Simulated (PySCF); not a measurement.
Species: C9H8 (charge +1 and doublet state).
Cartesian coordinates in Å at the PBE0-D3(BJ)/def2-SVP level; atoms count from 1:
```xyz
17
C9H8 angstrom
C      3.772    0.695   -0.467
C      2.367    0.446   -0.343
C      1.155    0.224   -0.238
C     -0.203   -0.027   -0.122
C     -1.131    1.063   -0.044
C     -2.476    0.802    0.069
C     -2.929   -0.534    0.105
C     -2.030   -1.618    0.030
C     -0.681   -1.378   -0.083
H      4.005    1.769   -0.420
H      4.320    0.160    0.329
H      4.135    0.286   -1.428
H     -0.751    2.085   -0.075
H     -3.195    1.621    0.129
H     -4.000   -0.733    0.194
H     -2.409   -2.641    0.061
H      0.039   -2.196   -0.143
```

As a line formula: `C[C+]=[C]c1ccccc1` [radical] (charge +1).

Method used: PySCF, UKS B3LYP, IGLO-III on C, pcH-1 on H, non-relativistic, mean-field spin-orbit, GIAO. Isolated species at its PBE0-D3(BJ)/def2-SVP geometry, gas phase. The SCF solution wasn't tested for stability.

Principal values of hyperfine tensors in MHz (contact and dipolar terms together), for some of the nuclei:

```
atom  isotope      A1      A2      A3
 H12       1H   73.03   75.02   81.46
 H11       1H   61.13   63.03   69.33
  C3      13C  -37.00  -24.35   -3.98
  C7      13C   -2.26   -1.15   68.47
  C2      13C  -11.96   -9.33   83.19
 H15       1H  -31.53  -21.43   -7.25
  C1      13C  -16.35  -14.77  -10.08
  C6      13C  -16.93   -9.76   -9.04
```

**Question.** Give the isotropic coupling of each nucleus in MHz and in mT (g = 2.0032), and the anisotropic part.

**Answer.** a_iso is a third of the trace, T = A − a_iso, and a(mT) = a(MHz)/(g × 13.996).

```
atom  a_iso (MHz)  a_iso (mT)      T1      T2     T3
 H12        76.50       2.729   -3.48   -1.48   4.95
 H11        64.50       2.300   -3.37   -1.46   4.83
  C3       -21.78      -0.777  -15.23   -2.58  17.80
  C7        21.69       0.773  -23.95  -22.83  46.78
  C2        20.63       0.736  -32.59  -29.96  62.55
 H15       -20.07      -0.716  -11.46   -1.36  12.82
  C1       -13.73      -0.490   -2.62   -1.04   3.66
  C6       -11.91      -0.425   -5.02    2.15   2.87
```

**Question.** What spin density at the nucleus of C2 lies behind its contact coupling (g_N = 1.40482)?

**Answer.** a_FC = 800.24 MHz bohr³ × g_N × ρ(0)/(2S). With a_FC = 20.63 MHz and 2S = 1, ρ(0) = 0.01835 bohr⁻³.

**Question.** C8 (13C, g_N = 1.40482) isn't in the table. Its spin density at the nucleus is -0.01058 bohr⁻³. What is its contact coupling?

**Answer.** By the same relation, a_FC = -11.90 MHz. Its full tensor has the principal values -16.89, -9.76, -9.04 MHz.

**Question.** Name the largest traceless tensor T of the table and describe it.

**Answer.** C2: -32.6, -30.0, 62.6 MHz, nearly axial, close to the ratio −1:−1:+2, the form that spin in one p orbital centred on that nucleus gives.

**Question.** What first-order splitting does H11 cause when the field lies along A1, A2 or A3 of its tensor (g taken as isotropic, no quadrupole term)?

**Answer.** 2 lines (I = 1/2), spaced by |A_i|/(g × 13.996): 2.18, 2.25, 2.47 mT along the axes of A1, A2 and A3.

Time: 2.7 min of wall time. Hardware: an x86-64 server with one thread, shared host.

The SMILES draws the unpaired electron on C3; the largest computed Mulliken spin population is on C2 (0.36 against 0.03).
